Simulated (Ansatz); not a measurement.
Cost and result for the atomization energy of CH₄AsOPS, SMILES `C1O[AsH]PS1` (9 atoms, 9 bonds).

Cartesian coordinates in Å:
```
C 0.601 0.467 -0.923
O 0.120 1.331 0.054
As -1.015 0.672 1.305
P -0.652 -1.569 0.787
S 1.115 -1.151 -0.254
H -0.145 0.284 -1.705
H 1.497 0.911 -1.367
H 0.039 0.610 2.413
H -1.560 -1.555 -0.311
```

The species carries charge 0 and has multiplicity 1. Correlated methods include outer-core shells of As, which these sets cover unevenly. Scalar relativity is left out up to krypton. All single points use the PBE0-D4/def2-TZVP geometry. Program: Ansatz. All runs use 4 threads of an Intel Xeon Platinum 8488C on a shared host. Times are those of one run each, without the atoms' runs, and a repeat can differ threefold. Electronic energies, without spin–orbit coupling; frozen cores. CCSD(T)/CBS adds CCSD(T) − MP2 in def2-TZVPP to the MP2 limit, and its time is that of the two runs behind it. T1 = 0.015. With those shells the extrapolation isn't a true limit. HSE06 is the plane-wave form, built on full-range PBE exchange.

CCSD(T)/CBS is a level of theory with its own doubt, some kJ/mol a heavy atom from the limit and from the frozen cores, so smaller differences don't rank the functionals.

| level | functions | wall time |
| --- | --- | --- |
| LDA (SPW92)/def2-TZVPP | 250 | 1.4 s |
| BLYP-D4/def2-TZVPP | 250 | 1.8 s |
| HSE06-D4/def2-TZVPP | 250 | 3.7 s |
| r2SCAN-D4/def2-TZVPP (with forces) | 250 | 3.9 s |
| r2SCANh-D4/def2-TZVPP | 250 | 4.9 s |
| PBE-QIDH/def2-TZVPP | 250 | 5.5 s |
| B97M-V/def2-TZVPP | 250 | 6 s |
| B2PLYP/def2-TZVPP | 250 | 6 s |
| CCSD(T)/def2-SVP | 116 | 6.5 s |
| ωB97X-V/def2-TZVPP | 250 | 7 s |
| MP2/def2-QZVPP | 463 | 23 s |
| CCSD(T)/def2-TZVPP | 250 | 2.3 min |
| CCSD(T)/CBS(def2) | – | 2.7 min |

Problem. What atomization energy does each give, and how far from CCSD(T)/CBS? (Estimate.)

Solution. Computed: 
```csv
level,atomization (kcal/mol),difference from CCSD(T)/CBS,per bond
LDA (SPW92)/def2-TZVPP,837.1,141.2,15.7
BLYP-D4/def2-TZVPP,706.7,10.8,1.2
HSE06-D4/def2-TZVPP,701.7,5.8,0.6
r2SCAN-D4/def2-TZVPP (with forces),702.2,6.3,0.7
r2SCANh-D4/def2-TZVPP,694.3,-1.6,-0.2
PBE-QIDH/def2-TZVPP,687.3,-8.6,-1.0
B97M-V/def2-TZVPP,708.2,12.3,1.4
B2PLYP/def2-TZVPP,685.0,-10.9,-1.2
CCSD(T)/def2-SVP,622.8,-73.1,-8.1
ωB97X-V/def2-TZVPP,708.5,12.6,1.4
MP2/def2-QZVPP,696.8,0.9,0.1
CCSD(T)/def2-TZVPP,668.6,-27.3,-3.0
CCSD(T)/CBS(def2),695.9,0.0,0.0
```

From BLYP to BHLYP (50 % exact exchange), in def2-TZVPP and without D4, the atomization energy moves by −32.4 kcal/mol: exact exchange takes away binding that semilocal exchange gives to molecules. In def2-TZVPP, CCSD(T) changes the Hartree–Fock value by +233.1 kcal/mol (the triples alone add +18.4 kcal/mol) and MP2 by +245.2 kcal/mol; breaking electron pairs costs correlation energy, which Hartree–Fock lacks. Leaving LDA and LC-ωPBE aside and taking each functional with its dispersion term where it has one, the values, not all of them listed here, spread over 57.0 kcal/mol, from BHLYP-D4 to PBE-D4. LDA lies +119.9 kcal/mol from PBE without D4, its usual overbinding.
